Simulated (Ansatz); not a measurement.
Isolated molecules relaxed with PBE0-D4/def2-TZVP in Ansatz; ΔE leaves out vibrations. CCSD(T)/CBS is the MP2 limit (def2-TZVPP, def2-QZVPP) plus CCSD(T) − MP2 in def2-TZVPP, frozen cores. Functionals use def2-TZVPP. Each species was taken in one conformer, which may not be the lowest.

`[SiH3]O[SiH2][SiH3]` + `N[SiH2]B(O)Cl` → `N[SiH2]O[SiH2][SiH3]` + `OB([SiH3])Cl`  (redistribution)

`[SiH3]O[SiH2][SiH3]`:

```xyz
12

Si   -0.085    0.276    2.163
O    -0.375   -0.849    1.014
Si   -0.339   -1.188   -0.591
Si    0.362    0.661   -1.855
H     0.383    1.538    1.527
H    -1.334    0.539    2.919
H     0.961   -0.224    3.090
H    -1.702   -1.605   -1.019
H     0.585   -2.332   -0.817
H     1.736    1.082   -1.469
H    -0.557    1.816   -1.666
H     0.365    0.285   -3.295
```

`N[SiH2]B(O)Cl`:

```xyz
10

N    -0.079   -0.267    1.962
Si    0.712   -0.375    0.432
B    -0.318    0.355   -1.161
O     0.044    0.070   -2.425
Cl   -1.723    1.424   -0.894
H    -0.815   -0.925    2.164
H    -0.327    0.644    2.315
H     1.988    0.393    0.510
H     1.023   -1.810    0.194
H    -0.505    0.491   -3.097
```

`N[SiH2]O[SiH2][SiH3]`:

Z-matrix (Å, degrees):
```
Si
O 1 1.640
N 1 1.704 2 114.4
H 1 1.482 2 106.9 3 119.6
H 1 1.482 2 107.0 3 -119.5
Si 2 1.637 1 142.8 3 1.6
H 3 1.005 1 123.6 2 85.3
H 3 1.005 1 123.4 2 -86.2
Si 6 2.347 2 112.6 1 -1.4
H 6 1.489 2 109.0 1 -122.6
H 6 1.489 2 109.1 1 119.9
H 9 1.489 6 111.9 2 61.4
H 9 1.491 6 108.5 2 -179.7
H 9 1.489 6 111.9 2 -60.8
```

`OB([SiH3])Cl`:

Cartesian coordinates in Å:
```
O -1.832 0.051 0.263
B -0.549 -0.241 0.533
Si 0.951 0.300 -0.712
Cl -0.157 -1.127 2.024
H -2.453 -0.261 0.932
H 0.451 1.035 -1.903
H 1.677 -0.919 -1.162
H 1.913 1.163 0.025
```

```csv
level,ΔE (eV)
r2SCAN-D4,-0.38
r2SCAN,-0.38
PBE0,-0.36
HF/def2-TZVPP,-0.28
SCS-MP2/def2-TZVPP,-0.33
CCSD/def2-TZVPP,-0.35
HF/def2-QZVPP,-0.28
MP2/def2-QZVPP,-0.35
```

Task: What does CCSD(T)/CBS give? (Best estimate.)

Result: Ansatz gave: -0.35 eV. The listed levels differ from it by -0.03, -0.03, -0.01, 0.07, 0.02, 0.00, 0.07, 0.00 eV.

Largest T1 diagnostic among the species: 0.013.

The D4 term adds −0.04 eV with B3LYP and −0.02 eV with PBE0; it sums over pairs of atoms, weighted by their polarisabilities, and B3LYP, whose exchange is more repulsive, gets the larger term. In def2-TZVPP, CCSD(T) changes the Hartree–Fock value by −0.08 eV (the triples alone add −0.01 eV) and MP2 by −0.07 eV.

B3LYP here is the variant with VWN-RPA as its local correlation; programs differ in this.
